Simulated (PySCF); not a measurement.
CH₈AlNO₂Si, SMILES C[N]([SiH3])[Al]([OH])[OH].

Coordinates come from a PBE0-D3(BJ)/def2-SVP optimisation. The structure was generated by enumeration; whether it is a known compound was not checked. The values are those of a single conformer.

Method: PBE0-D3(BJ)/def2-SVP (PySCF 2.14.0).

Frequencies are harmonic and unscaled.

| mode | ν (cm⁻¹) | IR (km/mol) | moving atoms (share of kinetic energy) |
|---|---|---|---|
| 1 | 48 | 1.6 | O 47 %, H 19 %, C 18 %, Si 13 % |
| 2 | 120 | 0.1 | H 78 %, N 13 % |
| 3 | 123 | 5.0 | O 43 %, Si 23 %, H 18 %, C 9 % |
| 4 | 152 | 0.3 | H 88 % |
| 5 | 182 | 0.6 | H 53 %, N 20 %, Al 13 %, C 8 % |
| 6 | 199 | 13.1 | O 45 %, H 22 %, C 19 %, Si 11 % |
| 7 | 237 | 26.2 | O 29 %, H 26 %, Al 19 %, N 12 %, C 11 % |
| 8 | 267 | 4.2 | C 22 %, H 21 %, Si 21 %, O 17 %, Al 13 % |
| 9 | 293 | 20.7 | H 58 %, Al 21 %, N 18 % |
| 10 | 315 | 187.5 | H 45 %, Al 25 %, O 18 %, N 12 % |
| 11 | 330 | 84.9 | H 83 %, O 13 % |
| 12 | 505 | 67.2 | H 33 %, O 21 %, Si 15 %, C 13 %, Al 10 % |
| 13 | 560 | 165.5 | H 78 %, O 10 % |
| 14 | 593 | 188.0 | H 60 %, O 34 % |
| 15 | 710 | 62.2 | H 81 %, N 10 %, Si 9 % |
| 16 | 712 | 16.6 | H 72 %, Si 14 %, C 10 % |
| 17 | 814 | 35.9 | O 48 %, Al 23 %, H 15 %, N 9 % |
| 18 | 922 | 65.8 | H 96 % |
| 19 | 944 | 216.0 | H 50 %, N 17 %, Si 14 %, Al 10 % |
| 20 | 954 | 286.2 | H 41 %, N 21 %, Al 20 %, O 12 % |
| 21 | 960 | 190.9 | H 38 %, Al 32 %, O 27 % |
| 22 | 991 | 49.0 | H 87 % |
| 23 | 1137 | 0.2 | H 76 %, C 19 % |
| 24 | 1165 | 173.8 | N 60 %, C 32 % |
| 25 | 1208 | 52.1 | H 54 %, N 27 %, C 17 % |
| 26 | 1449 | 3.2 | H 87 %, C 12 % |
| 27 | 1478 | 5.3 | H 97 % |
| 28 | 1483 | 9.7 | H 97 % |
| 29 | 2196 | 154.7 | H 96 % |
| 30 | 2208 | 126.4 | H 98 % |
| 31 | 2218 | 126.7 | H 97 % |
| 32 | 3008 | 67.4 | H 97 % |
| 33 | 3077 | 29.0 | H 90 %, C 10 % |
| 34 | 3138 | 5.2 | H 91 %, C 9 % |
| 35 | 3993 | 105.1 | H 94 % |
| 36 | 3996 | 97.0 | H 94 % |
